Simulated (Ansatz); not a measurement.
Calculated with Ansatz (gas phase, PBE0-D4/def2-TZVP geometries, no zero-point term in ΔE). CCSD(T)/CBS is the MP2 limit (def2-TZVPP, def2-QZVPP) plus CCSD(T) − MP2 in def2-TZVPP, frozen cores. This one scheme is used for every species. Functionals use def2-TZVPP. One conformer a species, not always the lowest.

`[CH3][Al]([OH])[SiH3]` + `C[SiH3]` → `C[SiH2][Al]([CH3])[OH]` + SiH₄  (formal exchange of groups at the Al–Si bond)

`[CH3][Al]([OH])[SiH3]`:

Z-matrix (Å, degrees):
```
C
Al 1 1.943
H 1 1.093 2 111.6
H 1 1.095 2 111.2 3 -120.8
H 1 1.095 2 111.1 3 120.7
O 2 1.702 1 117.0 3 -0.8
Si 2 2.461 1 124.3 3 179.3
H 6 0.956 2 122.9 1 180.0
H 7 1.493 2 111.5 1 61.2
H 7 1.493 2 111.6 1 -57.9
H 7 1.492 2 112.7 1 -178.4
```

`C[SiH3]`:

Z-matrix (Å, degrees):
```
C
Si 1 1.871
H 1 1.092 2 110.8
H 1 1.092 2 110.8 3 -120.0
H 1 1.092 2 110.8 3 120.0
H 2 1.488 1 110.7 3 -179.9
H 2 1.488 1 110.7 3 -59.9
H 2 1.488 1 110.7 3 60.1
```

`C[SiH2][Al]([CH3])[OH]`:

```xyz
14

C    -0.009   -2.287    0.532
Si    0.077   -0.617    1.402
Al   -0.040    1.312   -0.127
C     0.023    1.191   -2.068
O    -0.179    2.878    0.529
H    -0.950   -2.393   -0.014
H     0.807   -2.394   -0.186
H     0.061   -3.107    1.250
H     1.345   -0.553    2.194
H    -1.022   -0.540    2.415
H     0.946    0.706   -2.404
H    -0.033    2.175   -2.539
H    -0.803    0.583   -2.453
H    -0.224    3.046    1.468
```

SiH₄:

Z-matrix (Å, degrees):
```
Si
H 1 1.485
H 1 1.485 2 109.5
H 1 1.485 2 109.5 3 -120.0
H 1 1.485 2 109.5 3 120.0
```

```csv
species,ωB97M-V energy (Eh)
`[CH3][Al]([OH])[SiH3]`,-649.49082
`C[SiH3]`,-331.16718
`C[SiH2][Al]([CH3])[OH]`,-688.80885
SiH₄,-291.84636
```

Question: Work out ΔE.

Answer: ΔE = (-688.80885) + (-291.84636) − (-649.49082) − (-331.16718) = 0.00279 Eh = +7.3 kJ/mol. CCSD(T)/CBS gives +6.9 kJ/mol.

Largest T1 diagnostic among the species: 0.013.

Leaving LDA and LC-ωPBE aside and taking each functional with its dispersion term where it has one, the values, not all of them listed here, spread over 3.7 kJ/mol, from BLYP-D4 to B97M-V.
